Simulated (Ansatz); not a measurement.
Consider the redistribution: `[CH3][Al]([CH3])[N]=C=O` + `BB` → `[BH2][Al]([CH3])[CH3]` + `BN=C=O`.

Computed with Ansatz on PBE0-D4/def2-TZVP structures; ΔE is electronic, products minus reactants. CBS: MP2 limit from def2 TZ/QZ plus the TZ coupled-cluster correction, frozen cores. DFT in def2-TZVPP. B3LYP here is the variant with VWN-RPA as its local correlation; programs differ in this. Each species was taken in one conformer, which may not be the lowest.

`[CH3][Al]([CH3])[N]=C=O`:

Cartesian coordinates in Å:
```
C 0.841 -1.589 -0.835
Al -0.010 -0.013 -0.085
C -1.108 1.288 -1.019
N 0.241 0.269 1.658
C 0.410 0.459 2.825
O 0.575 0.645 3.967
H 0.443 -2.498 -0.373
H 1.916 -1.585 -0.632
H 0.702 -1.675 -1.915
H -0.671 2.289 -0.945
H -1.236 1.056 -2.079
H -2.103 1.353 -0.566
```

`BB`:

```xyz
6

B     0.060   -0.555    0.592
B    -0.060    0.556   -0.591
H     0.741   -0.383    1.566
H    -0.528   -1.601    0.544
H    -0.898    1.415   -0.578
H     0.685    0.568   -1.533
```

`[BH2][Al]([CH3])[CH3]`:

```xyz
12

B     0.125   -0.838    2.100
Al    0.011   -0.047    0.132
C    -0.741    1.736   -0.200
C     0.649   -1.089   -1.406
H     1.064   -0.662    2.829
H    -0.744   -1.505    2.594
H     0.069    2.441   -0.425
H    -1.398    1.732   -1.076
H    -1.302    2.147    0.642
H     1.035   -0.445   -2.202
H    -0.188   -1.653   -1.838
H     1.422   -1.818   -1.151
```

`BN=C=O`:

Cartesian coordinates in Å:
```
B -0.227 0.223 -1.038
N 0.304 -0.086 0.224
C 0.348 -0.306 1.399
O 0.464 -0.530 2.533
H -1.402 0.415 -1.147
H 0.513 0.284 -1.972
```

| level | ΔE (kcal/mol) | difference from CCSD(T)/CBS |
| --- | --- | --- |
| BLYP-D4 | 17.8 | -0.8 |
| r2SCAN-D4 | 19.8 | 1.2 |
| B3LYP-D4 | 18.6 | 0.0 |
| r2SCANh-D4 | 19.8 | 1.2 |
| r2SCAN0-D4 | 19.8 | 1.2 |
| PBE-QIDH | 18.4 | -0.2 |
| r2SCAN | 19.7 | 1.1 |
| LC-ωPBE | 18.7 | 0.1 |
| SCS-MP2/def2-TZVPP | 18.7 | 0.1 |
| CCSD(T)/def2-TZVPP | 18.1 | -0.5 |
| CCSD(T)/CBS | 18.6 | 0 |

Largest T1 diagnostic among the species: 0.017.

Leaving LDA and LC-ωPBE aside and taking each functional with its dispersion term where it has one, the values, not all of them listed here, spread over 5.2 kcal/mol, from PBE-D4 to B97M-V. From BLYP to BHLYP (50 % exact exchange), in def2-TZVPP and without D4, ΔE moves by +2.0 kcal/mol. At CCSD(T), def2-SVP lies −3.4 kcal/mol from the extrapolated value and def2-TZVPP −0.5 kcal/mol.
